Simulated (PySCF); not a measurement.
# Polarisability and C₆ of Zr²⁺ (zirconium, charge +2)

[Kr] 4d2, high-spin 3F determinant. Computed with PySCF 2.14 in aug-cc-pwCVTZ-PP with ECP28MDF (8s8p7d4f3g, 122 functions), with scalar relativity through the core potential. Coupled (time-dependent) response in atomic units; α is the mean over directions.

| method | mean α (bohr³) | C₆ (like pair) | S(−4) |
| --- | --- | --- | --- |
| UHF | 11.28 | 55.88 | 77.16 |
| PBE | 12.89 | 63.40 | 123.4 |

S(−4) is the Cauchy moment in α(ω) = α(0) + S(−4) ω² + …

Spin-orbit coupling is absent.

α(iu) at UHF:

```
u (hartree)  α(iu) (bohr³)
          0          11.28
     0.0500          11.10
      0.100          10.60
      0.200          9.233
      0.300          7.946
      0.500          6.078
      0.750          4.579
       1.00          3.567
       1.50          2.302
       2.00          1.577
       3.00         0.8471
       5.00         0.3474
```

A single London oscillator, α(iu) = α/(1 + u²/ω²), gives C₆ = (3/4) ω α². Matching the computed C₆ needs ω = 4 × 55.88 / (3 × 11.28²) = 0.586 hartree.

For an ion, C₆ is the dispersion term alone; charge-induced terms of lower order in 1/R come first.

Energies and moments cover only the electrons outside the core potential.
